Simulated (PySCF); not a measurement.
# Structure from 2D NMR

Compound of formula C$_{7}$H$_{12}$OSi. Correlations simulated from computed shifts and the bond graph:

HSQC (one-bond C–H):
| δH | δC |
| --- | --- |
| 7.24 | 159.5 |
| 6.25 | 124.5 |
| 5.26 | 112.3 |
| 3.66 | 82.7 |
| 1.30 | 25.0 |

COSY cross peaks (H two or three bonds apart, from the bond graph; peaks can be absent where the dihedral angle is near 90°):
| δH | δH |
| --- | --- |
| 7.24 | 6.25 |
| 7.24 | 5.26 |
| 5.26 | 4.64 |
| 3.66 | 1.30 |

HMBC (two and three bonds, from the bond graph):
| δH | δC |
| --- | --- |
| 7.24 | 180.3, 124.5, 112.3 |
| 6.25 | 180.3, 159.5, 112.3 |
| 5.26 | 180.3, 159.5, 124.5 |
| 4.64 | 180.3, 159.5, 124.5, 112.3 |
| 3.66 | 180.3, 25.0 |
| 1.30 | 82.7, 25.0 |

Carbons without hydrogens: δ 180.3.

PySCF 2.14 calculation with σ from GIAO-PBE0/pcSseg-1 and structure optimised with GFN2-xTB; no relativistic terms, one conformer, equivalent nuclei averaged, no solvent.

Chemical shifts δ = σref − σ; $^{1}$H (31.72 ppm) and $^{13}$C (186.93 ppm) against TMS, all at this level.

Exchangeable hydrogens are left out of these lists.

Q: Which molecule is this?

A: `CC(C)OC1=CC=C[SiH2]1`.

Numbering as in the mapped SMILES `[CH3:1][CH:2]([CH3:3])[O:4][C:5]1=[CH:6][CH:7]=[CH:8][SiH2:9]1`; H(Xn) means a hydrogen on atom n.

- δC 180.3 is C5, an alkene carbon bearing oxygen.
- δC 159.5 is C7, an alkene CH (δH 7.24).
- δC 124.5 is C6, a β carbon of an enol-ether or enamine type C=C (δH 6.25).
- δC 112.3 is C8, an alkene CH (δH 5.26).
- δC 82.7 is C2, an sp3 CH bonded to O (δH 3.66).
- δC 25.0 is C1/C3, a methyl carbon (δH 1.30).
- HMBC from δH 7.24 reaches the proton-free carbon C5.
- HMBC from δH 6.25 reaches the proton-free carbon C5.
- HMBC from δH 5.26 reaches the proton-free carbon C5.
- HMBC from δH 4.64 reaches the proton-free carbon C5.
- COSY links 7.24–6.25, 7.24–5.26, 5.26–4.64, 3.66–1.30.

This is the structure that produced the data.

Shifts are as computed. Against solution values, carbons near 30 ppm lie about +3 ppm off and those near 130 ppm about +5 ppm. Of 1211 compounds with measured shifts, 218 miss one by over three times the rms of a fit or turn the order of signals round; such compounds aren't used in these exercises.
